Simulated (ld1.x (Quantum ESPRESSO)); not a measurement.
**u(r) = r·R(r): atom against pseudo-atom (arsenic (As))**

Columns: radius, all-electron u(r) and pseudo u(r) of the 4p shell (level -5.20 eV) of arsenic in the configuration [Ar] 3d10 4s2 4p3; PBEsol, scalar-relativistic, TM scheme, ld1.x (Quantum ESPRESSO) 7.5.

```csv
r (bohr),all-electron,pseudo
0.072,0.1476,0.0030
0.145,0.1394,0.0120
0.217,-0.0016,0.0263
0.290,-0.1501,0.0453
0.362,-0.2456,0.0675
0.435,-0.2815,0.0923
0.507,-0.2670,0.1181
0.580,-0.2170,0.1449
0.652,-0.1462,0.1714
0.725,-0.0631,0.1987
0.798,0.0240,0.2270
0.870,0.1089,0.2568
0.942,0.1899,0.2894
1.015,0.2660,0.3261
1.088,0.3350,0.3667
1.160,0.3958,0.4097
1.232,0.4495,0.4539
1.305,0.4967,0.4975
1.378,0.5371,0.5371
1.450,0.5706,0.5706
1.522,0.5984,0.5984
1.595,0.6212,0.6212
1.668,0.6389,0.6389
1.740,0.6521,0.6521
1.812,0.6612,0.6612
1.885,0.6668,0.6668
```

(1) How many radial nodes do the two functions have?

(2) At about which radius was the pseudo-wave matched?

(3) Is the pseudo-wave norm-conserving?

Results:

(1) The all-electron 4p function has n − l − 1 = 2; the pseudo-wave has 0, since the states of the same l below it are removed with the core.

(2) 1.45 bohr, where the columns begin to agree (steps of 0.07 bohr).

(3) Yes: the TM scheme keeps the norm inside the radius equal to the all-electron one, which fixes the energy derivative of the logarithmic derivative at the level.
